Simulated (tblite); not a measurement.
Isomers of C4H13NOSi. Computed values, GFN2-xTB/tblite, gas phase, harmonic and unscaled. Against measured fundamentals such values can be off by several per cent, at times by over 20. Modes of hydrogen on silicon can be 10 to 20 % off. One conformer each.

Electronic energies: GFN2-xTB at the same geometries; isomer energies are rough at this level and their order can be wrong.

```json
{"SMILES": "CC(C)(CN)[SiH2]O", "electronic energy, lowest = 0 (kcal/mol)": "21.3"}
{"SMILES": "CCCO[SiH2]NC", "electronic energy, lowest = 0 (kcal/mol)": "0.0"}
{"SMILES": "CC[Si@](C)(N)OC", "electronic energy, lowest = 0 (kcal/mol)": "17.8"}
{"SMILES": "CN[SiH2]CCCO", "electronic energy, lowest = 0 (kcal/mol)": "41.4"}
```

Task: How do GFN2-xTB zero-point energies change the relative energies?

Result: 
```csv
SMILES,ZPE (kcal/mol),of it from modes above 1550 cm⁻¹,electronic (kcal/mol),"with ZPE, lowest = 0 (kcal/mol)",lowest mode (cm⁻¹),rings
CCCO[SiH2]NC,105.2,53.9,0.0,0.0,27,0
CC[Si@](C)(N)OC,106.3,57.3,17.8,18.9,37,0
CC(C)(CN)[SiH2]O,104.8,57.7,21.3,20.9,46,0
CN[SiH2]CCCO,104.6,54.3,41.4,40.8,41,0
```

The zero-point energies span 1.7 kcal/mol, from `CN[SiH2]CCCO` to `CC[Si@](C)(N)OC`. The order is unchanged.

Task: What do entropy and thermal enthalpy add at 298.15 K and 1 bar (rigid rotor, harmonic oscillator, one conformer each)?

Result: 
```
          SMILES  point group  symmetry number  S (cal/(mol K))  H − H(0) (kcal/mol)  ZPE + H − H(0) − TS (kcal/mol)
    CCCO[SiH2]NC           C1                1            101.9                 7.25                            82.1
 CC[Si@](C)(N)OC           C1                1            107.3                 8.11                            82.4
CC(C)(CN)[SiH2]O           C1                1             97.4                 7.20                            83.0
    CN[SiH2]CCCO           C1                1            102.3                 7.34                            81.4
```
